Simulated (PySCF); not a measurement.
Compound: C2H11GeNSi.
Bonds: C1–N2, N2–Ge3, Ge3–C4, C4–Si5. Hydrogens: H6, H7, H8 on C1; H9 on N2; H10, H11 on Ge3; H12, H13 on C4; H14, H15, H16 on Si5.

The calculation used PBE0-D3(BJ)/def2-SVP geometry optimisation, gas phase in PySCF 2.14.0.

Task: Give the optimised bond lengths and angles.

Result: 
```json
{"bond": "C1–N2", "length (Å)": "1.445", "order": "single"}
{"bond": "N2–Ge3", "length (Å)": "1.840", "order": "single"}
{"bond": "Ge3–C4", "length (Å)": "1.953", "order": "single"}
{"bond": "C4–Si5", "length (Å)": "1.885", "order": "single"}
{"bond": "C1–H6, C1–H7, C1–H8", "length (Å)": "1.105", "order": "single"}
{"bond": "N2–H9", "length (Å)": "1.015", "order": "single"}
{"bond": "Ge3–H10", "length (Å)": "1.552", "order": "single"}
{"bond": "Ge3–H11", "length (Å)": "1.540", "order": "single"}
{"bond": "C4–H12, C4–H13", "length (Å)": "1.102", "order": "single"}
{"bond": "Si5–H14, Si5–H15, Si5–H16", "length (Å)": "1.495", "order": "single"}
```

Bonds in one row agree within 0.01 Å and their mean is given. Orders are formal, as drawn. A selection of angles:
```json
{"angle": "N2–C1–H6", "degrees": "110.0"}
{"angle": "N2–C1–H7", "degrees": "115.0"}
{"angle": "N2–C1–H8", "degrees": "110.7"}
{"angle": "H6–C1–H7", "degrees": "107.0"}
{"angle": "H6–C1–H8", "degrees": "106.2"}
{"angle": "C1–N2–Ge3", "degrees": "120.3"}
{"angle": "C1–N2–H9", "degrees": "112.6"}
{"angle": "Ge3–N2–H9", "degrees": "114.1"}
{"angle": "N2–Ge3–C4", "degrees": "106.1"}
{"angle": "N2–Ge3–H10", "degrees": "112.8"}
{"angle": "N2–Ge3–H11", "degrees": "105.8"}
{"angle": "C4–Ge3–H10", "degrees": "110.8"}
{"angle": "H10–Ge3–H11", "degrees": "110.1"}
{"angle": "Ge3–C4–Si5", "degrees": "111.7"}
{"angle": "Ge3–C4–H12", "degrees": "108.9"}
{"angle": "Si5–C4–H12", "degrees": "109.9"}
{"angle": "H12–C4–H13", "degrees": "106.9"}
{"angle": "C4–Si5–H14", "degrees": "111.3"}
{"angle": "C4–Si5–H16", "degrees": "109.8"}
{"angle": "H14–Si5–H15", "degrees": "109.4"}
{"angle": "H14–Si5–H16", "degrees": "107.7"}
```

Dihedral angles: C1–N2–Ge3–C4 -73° (synclinal); N2–Ge3–C4–Si5 -36° (synclinal). The mirror-image conformer, all signs reversed, is as good.

Of the pairs four or more bonds apart, C1···Si5 is among the closest relative to their van der Waals radii: 3.92 Å, 103 % of the sum of Bondi's values. Ge3 (germanium bonded to C, N and 2 H) is distorted tetrahedral (angles from 105.8° to 112.8°). N2 (nitrogen bonded to C, Ge and H) is pyramidal (angles 120.3°, 114.1° and 112.6°, sum 346.9°, 0.29 Å off the plane of its three neighbours). Si5 (SiH3 silicon) is tetrahedral (angles from 107.7° to 111.3°).

Point group: C1 (no symmetry element, even within 0.4 Å). PBE0-D3(BJ)/def2-SVP frequencies: not computed here. The numbers are those of one conformer.

Hardware: an Arm Neoverse V2 with one thread, no GPU, shared host. Cost: 2.2 min, 0.60 GiB resident at most. These figures are those of the optimisation.
